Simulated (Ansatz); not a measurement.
Ansatz (a program for electronic structure) input:
A basis named .json is the Basis Set Exchange file of that set.

Ansatz 0.2 input:
```yaml
crystal:
  periodic: [false, false, false]
  atoms:
    - {symbol: N, position_ang: [-0.00000000, -0.00000000, -1.00555951]}
    - {symbol: P, position_ang: [0.00000000, 0.00000000, 0.46926111]}
basis:
  gaussian:
    orbitals: cc-pV_Q+d_Z.json
hamiltonian:
  xc: pbe
total_charge: 1
magnetization: {spin_polarized: true, initial_magnetization: 1}
correlation: {method: rpa, electrons: outside_noble_gas}
```

Question: Predict the final energy.

Answer: -395.29893 Eh (RPA@PBE/cc-pV(Q+d)Z). The basis has 119 functions.
